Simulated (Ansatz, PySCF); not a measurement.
This Ansatz (an electronic-structure program) input computes a r2SCAN/def2-TZVPD energy:

Ansatz 0.2 input:
```yaml
crystal:
  periodic: [false, false, false]
  atoms:
    - {symbol: Sn, position_ang: [-0.00000000, -0.00000000, -0.01222181]}
    - {symbol: O, position_ang: [-0.00000000, -0.00000000, -1.81101756]}
    - {symbol: O, position_ang: [0.00000000, 0.00000000, 1.88740388]}
basis:
  gaussian:
    orbitals: def2-TZVPD
hamiltonian:
  xc: {name: r2SCAN}
total_charge: 1
magnetization: {spin_polarized: true, initial_magnetization: 1}
output: {forces: true}
```

Question: Write an input for the same energy in PySCF and say what it gives.

Answer: 
```python
from pyscf import gto, scf, dft

mol = gto.M(
    atom='''
    Sn   -0.00000000   -0.00000000   -0.01222181
    O    -0.00000000   -0.00000000   -1.81101756
    O     0.00000000    0.00000000    1.88740388
    ''',
    basis='def2-tzvpd',
    ecp='def2-tzvp',
    charge=1,
    spin=1,
    symmetry='C2v',
    verbose=4,
)

mf = dft.UKS(mol, xc='r2scan').density_fit(auxbasis='def2-universal-jkfit')
mf.grids.level = 4
mf.conv_tol = 1e-9
mf.max_cycle = 100
mf.max_memory = 1500
mf.kernel()
if not mf.converged:
    mf = mf.newton()
    mf.kernel(mf.make_rdm1())
mf.analyze()
```
It gives -364.36408 Eh, and Ansatz -364.36402 Eh, a difference of 0.06 mEh, from the treatment of integrals and grids.
